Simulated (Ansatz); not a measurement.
Computed with Ansatz on PBE0-D4/def2-TZVP structures; ΔE is electronic, products minus reactants. CBS: MP2 limit from def2 TZ/QZ plus the TZ coupled-cluster correction, frozen cores. DFT in def2-TZVPP. One conformer a species, not always the lowest.

Reaction (isomerisation): `NBC1C=C1` → `C=C1CBN1`

```tsv
level	ΔE (kcal/mol)	difference from CCSD(T)/CBS
revPBE-D4	-26.4	-1.9
r2SCAN-D4	-25.9	-1.4
PBE0-D4	-26.8	-2.3
B2PLYP	-24.7	-0.2
revPBE	-24.7	-0.2
r2SCAN0	-26.2	-1.7
LC-ωPBE	-25.4	-0.9
HF/def2-SVP	-28.0	-3.5
HF/CBS(def2)	-25.9	-1.4
CCSD/CBS(def2)	-24.6	-0.1
CCSD(T)/CBS	-24.5	0
```

Problem. What do rigid-rotor, harmonic-oscillator terms from PBE0-D4/def2-TZVP frequencies (298.15 K, 1 bar) make of the CCSD(T)/CBS value? (Best estimate.)

Solution. Ansatz gave: ΔZPE = +1.0 kcal/mol, ΔH = -24.0 kcal/mol, ΔS = -17 J/(mol·K), ΔG = -22.8 kcal/mol.

Largest T1 diagnostic among the species: 0.013.

From PBE to PBE0 (25 % exact exchange), in def2-TZVPP and without D4, ΔE moves by −0.7 kcal/mol. Leaving LDA and LC-ωPBE aside and taking each functional with its dispersion term where it has one, the values, not all of them listed here, spread over 2.2 kcal/mol, from HSE06-D4 to B2PLYP. LDA lies −3.2 kcal/mol from PBE without D4.
